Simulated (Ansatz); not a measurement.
Reaction (cleavage of the B–Al bond): `[SiH3][BH][AlH][SiH3]` + `CNC` → `CN(C)B[SiH3]` + `[AlH2][SiH3]`

Isolated molecules relaxed with PBE0-D4/def2-TZVP in Ansatz; ΔE leaves out vibrations. CCSD(T)/CBS is the MP2 limit (def2-TZVPP, def2-QZVPP) plus CCSD(T) − MP2 in def2-TZVPP, frozen cores. This one scheme is used for every species. Functionals use def2-TZVPP. Each species was taken in one conformer, which may not be the lowest.

`[SiH3][BH][AlH][SiH3]`:

Cartesian coordinates in Å:
```
Si 0.764 0.186 -2.398
B 1.408 0.111 -0.498
Al 0.285 0.811 1.130
Si -1.475 -0.611 2.107
H -0.311 1.186 -2.651
H 1.848 0.412 -3.395
H 0.178 -1.167 -2.647
H 2.447 -0.472 -0.346
H 0.483 2.282 1.711
H -1.491 -1.990 1.542
H -2.820 -0.014 1.858
H -1.314 -0.734 3.585
```

`CNC`:

```xyz
10

C     0.391    0.395    1.073
N     0.498   -0.503   -0.053
C    -0.601   -0.371   -0.980
H     1.270    0.298    1.713
H    -0.484    0.124    1.672
H     0.282    1.457    0.792
H     1.374   -0.347   -0.534
H    -1.529   -0.682   -0.492
H    -0.446   -1.027   -1.839
H    -0.754    0.657   -1.352
```

`CN(C)B[SiH3]`:

```xyz
15

C     0.492   -1.615    1.196
N     0.249   -0.440    0.385
C     1.362    0.484    0.416
B    -0.927   -0.255   -0.326
Si   -1.396    1.322   -1.489
H     0.665   -1.334    2.241
H     1.381   -2.150    0.845
H    -0.366   -2.283    1.146
H     1.151    1.355   -0.201
H     1.556    0.818    1.442
H     2.273    0.002    0.046
H    -1.748   -1.129   -0.238
H    -0.369    2.402   -1.593
H    -1.678    0.860   -2.880
H    -2.648    1.963   -0.991
```

`[AlH2][SiH3]`:

Cartesian coordinates in Å:
```
Al -0.048 1.403 0.108
Si 0.051 -1.043 -0.099
H 0.768 2.353 -0.870
H -0.945 2.058 1.244
H 0.548 -1.657 1.167
H -1.309 -1.605 -0.347
H 0.937 -1.508 -1.203
```

```
             level  ΔE (kJ/mol)
           ωB97M-V       -178.5
SCS-MP2/def2-QZVPP       -181.8
```

What does CCSD(T)/CBS give? (Estimate.)

The calculation gave: -175.3 kJ/mol. The listed levels differ from it by -3.2, -6.5 kJ/mol.

Largest T1 diagnostic among the species: 0.014.

The D4 term adds −5.7 kJ/mol with B3LYP and −3.0 kJ/mol with PBE0; it sums over pairs of atoms, weighted by their polarisabilities, and B3LYP, whose exchange is more repulsive, gets the larger term. In def2-TZVPP, CCSD(T) changes the Hartree–Fock value by −15.5 kJ/mol (the triples alone add −3.9 kJ/mol) and MP2 by −25.2 kJ/mol.

B3LYP here is the variant with VWN-RPA as its local correlation; programs differ in this.
